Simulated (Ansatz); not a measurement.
Total energies of K8F8 (relaxed from a model of 2x2x4 KF rock-salt block, whose bonding it doesn't keep) from Ansatz at PBE-D4/def2-SVP, gas phase (1 Eh = 27.2114 eV = 2625.5 kJ/mol). The reference geometry is relaxed at r2SCAN-D4/def2-SVP.

```xyz
16

K    -0.111    0.969   -3.935
F    -1.052   -0.093   -1.859
K    -2.739   -0.720   -0.133
F    -2.592   -1.967    1.967
F     0.557    2.906   -2.597
K    -0.448    2.086   -0.452
F    -2.110    1.276    1.201
K    -2.155    0.083    3.332
F     2.081    0.052   -3.340
K     1.241   -1.195   -1.334
F     1.187   -2.312    0.879
K    -0.456   -3.012    2.546
K     2.796    2.042   -2.108
F     1.878    1.021   -0.001
K     1.851   -0.273    2.130
F     0.072   -0.860    3.705
```

| state | geometry | energy (Eh) |
| --- | --- | --- |
| charge 0 singlet | reference | -5595.28797 |
| charge 1 doublet | reference | -5595.02333 |
| charge -1 doublet | reference | -5595.29083 |
| free K atom (doublet) | – | -599.61266 |
| free F atom (doublet) | – | -99.53976 |

Question: Work out the vertical ionisation energy to the doublet.

Answer: E(charge 1 doublet) − E(charge 0 singlet) = -5595.02333 − (-5595.28797) = 0.26464 Eh = 7.20 eV. For comparison, −ε of the highest occupied level is 5.05 eV at this level, 2.15 eV less.

Question: Work out the vertical electron affinity, to the doublet.

Answer: E(charge 0 singlet) − E(charge -1 doublet) = -5595.28797 − (-5595.29083) = 0.00286 Eh = 0.08 eV; so near zero that its sign isn't settled. The basis lacks diffuse functions, which makes affinities too small.

Question: Give the fundamental gap IE − EA, the Mulliken electronegativity (IE + EA)/2 and the hardness (IE − EA)/2.

Answer: From the values in Eh: IE − EA = 0.26464 − 0.00286 = 0.26178 Eh = 7.12 eV; (IE + EA)/2 = 3.64 eV; (IE − EA)/2 = 3.56 eV. The HOMO–LUMO gap of the same run is 4.15 eV, 2.97 eV smaller than the fundamental gap.

Question: What is the binding energy per atom against free atoms?

Answer: Atoms: 8 × (-599.61266) + 8 × (-99.53976) = -5593.21936 Eh. Binding: -5593.21936 − (-5595.28797) = 2.06861 Eh = 56.29 eV, or 3.52 eV for each of 16 atoms (no zero-point energy, no counterpoise term).

At PBE-D4/def2-SVP the gap within one spin of the charge 1 doublet nearly closes, so an electron or hole may be smeared out by delocalisation error. At PBE-D4/def2-SVP the highest occupied level of the charge -1 doublet lies above zero (up to 0.75 eV). Energy differences put its binding near zero (0.08 eV; vertical, to the charge 0 singlet, at PBE-D4/def2-SVP), which leaves it undecided.
